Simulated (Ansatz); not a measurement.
Program: Ansatz. Geometries: PBE0-D4/def2-TZVP. ΔE: electronic, gas phase. CCSD(T)/CBS adds triple-zeta CCSD(T) − MP2 to the extrapolated MP2 energy (def2 sets, frozen cores). This one scheme is used for every species. DFT in def2-TZVPP. B3LYP here is the variant with VWN-RPA as its local correlation; programs differ in this. Each species was taken in one conformer, which may not be the lowest.

Reaction (ligand exchange at the Al–F bond): `C[NH][AlH][F]` + silanol → `C[NH][AlH][O][SiH3]` + H–F

| level | ΔE (kJ/mol) | difference from CCSD(T)/CBS |
| --- | --- | --- |
| PBE-D4 | 27.6 | 4.9 |
| r2SCAN-D4 | 27.3 | 4.6 |
| PBE0-D4 | 23.6 | 0.9 |
| B3LYP-D4 | 23.9 | 1.2 |
| ωB97X-V | 27.3 | 4.6 |
| ωB97M-V | 26.8 | 4.1 |
| B2PLYP | 29.0 | 6.3 |
| PBE | 33.5 | 10.8 |
| r2SCAN | 29.3 | 6.6 |
| PBE0 | 29.1 | 6.4 |
| B3LYP | 33.1 | 10.4 |
| HF/def2-TZVPP | 27.0 | 4.3 |
| MP2/def2-TZVPP | 21.9 | -0.8 |
| SCS-MP2/def2-TZVPP | 23.8 | 1.1 |
| CCSD/def2-TZVPP | 23.0 | 0.3 |
| CCSD(T)/def2-TZVPP | 22.3 | -0.4 |
| HF/def2-QZVPP | 27.4 | 4.7 |
| MP2/def2-QZVPP | 22.3 | -0.4 |
| SCS-MP2/def2-QZVPP | 24.2 | 1.5 |
| HF/CBS(def2) | 27.4 | 4.7 |
| MP2/CBS(def2) | 22.3 | -0.4 |
| CCSD/CBS(def2) | 23.4 | 0.7 |
| CCSD(T)/CBS | 22.7 | 0 |

Largest T1 diagnostic among the species: 0.012.

The D4 term adds −9.2 kJ/mol with B3LYP and −5.5 kJ/mol with PBE0; it sums over pairs of atoms, weighted by their polarisabilities, and B3LYP, whose exchange is more repulsive, gets the larger term. In def2-TZVPP, CCSD(T) changes the Hartree–Fock value by −4.7 kJ/mol (the triples alone add −0.6 kJ/mol) and MP2 by −5.1 kJ/mol.
